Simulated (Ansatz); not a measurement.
Geometry optimisation, RKS PBE0-D4/def2-SVP (Ansatz 0.2.0).

The input (input.yaml):

```yaml
crystal:
  periodic: [false, false, false]
  atoms:
    - { symbol: Al, position_ang: [-1.0863, -0.2177, -0.4044] }
    - { symbol: "N", position_ang: [1.0353, 0.4486, -0.1592] }
    - { symbol: F, position_ang: [-1.2652, -1.4176, -1.5068] }
    - { symbol: F, position_ang: [-2.1299, 1.0437, -0.2788] }
    - { symbol: H, position_ang: [0.7637, -0.1633, 0.9959] }
    - { symbol: Cl, position_ang: [-0.3913, -1.0825, 1.9482] }
    - { symbol: H, position_ang: [1.8054, -0.0278, -0.6087] }
    - { symbol: H, position_ang: [1.2682, 1.4166, 0.0139] }
basis:
  gaussian: { orbitals: def2-SVP }
hamiltonian:
  xc: pbe0
  dispersion: d4
relax:
  f_tol: 0.15
  max_steps: 25
  restrain:
    - { distance: [0, 5], at: 3.53, k: 30.0 }
    - { distance: [4, 1], at: 2.32, k: 30.0 }
    - { distance: [0, 1], at: 1.92, k: 30.0 }
    - { distance: [4, 5], at: 1.33, k: 30.0 }
```

Run as:

```bash
$ ansatz run input.yaml --threads 2 --pin off --max-ram 3072MiB --backend cpu --events-out ev --progress --plain --runs-dir out
```

**Question.** Where does it end, and by what steps?

**Answer.** The forces met the threshold. The restraints hold the end off the free minimum. After 7 steps the energy has risen by 0.312 eV (the restraints' own energy left out); H5 moved furthest, 0.77 Å. Parted: Al1–Cl6. Joined: H5–Cl6.

```
step  energy less start (eV)  largest force component (eV/Å)  accepted
   0                  0.0000                           3.046       yes
   1                  0.7851                           3.375       yes
   2                  0.8045                           3.525       yes
   3                  0.5352                           2.238       yes
   4                  0.3749                           1.420       yes
   5                  0.4281                           1.135        no
   6                  0.3120                           1.703       yes
   7                  0.3120                           1.731       yes
```

```xyz
8
Properties=species:S:1:pos:R:3
Al -0.871 0.053 -0.774
N 0.889 0.509 -0.387
F -1.202 -1.384 -1.518
F -2.074 1.126 -0.415
H 0.631 -0.567 1.642
Cl -0.180 -1.236 2.432
H 1.666 0.038 -0.840
H 1.141 1.460 -0.139
```

The run took 33 s on 2 threads of Arm Neoverse N1, on a shared host, peak memory 0.2 GiB.
